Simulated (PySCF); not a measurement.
A structure optimised at PBE-D3(BJ)/def2-SVP, used in a PySCF frequency run:

```xyz
7

P      0.0000     0.0000    -0.4956
O     -1.3892     0.4055     0.3323
O      0.3434    -1.4058     0.3323
O      1.0458     1.0003     0.3323
H     -2.1598     0.0942    -0.1806
H      0.9983    -1.9175    -0.1806
H      1.1614     1.8234    -0.1806
```
Charge 0, spin multiplicity 1.

Write its SMILES, formula and point group.

OP(O)O, H₃O₃P, C3

What are its rotational constants (standard atomic weights)?

7.1855, 7.1855, 4.4079 GHz
